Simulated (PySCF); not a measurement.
B3LYP has the VWN-RPA correlation part, as in Gaussian. Excitations are Tamm–Dancoff values on a coarser integration grid. The basis has no diffuse functions, so Rydberg states are missing or too high.

Z-matrix (Å, degrees):
```
Si
H 1 1.4784
H 1 1.4796 2 110.44
H 1 1.4805 2 110.16 3 121.40
Ga 1 2.4038 2 109.81 4 118.82
Cl 5 2.1591 1 124.18 2 -10.39
Cl 5 2.1609 6 113.35 1 179.42
```
Charge 0, spin multiplicity 1.

### Question
Estimate the T1 excitation (TDA), dipole moment and LUMO that PySCF with B3LYP-D3(BJ)/def2-TZVP returns for this input.

### Answer

The T1 excitation (TDA) is 4.42 eV, the dipole moment is 2.85 D and the LUMO is -2.27 eV.
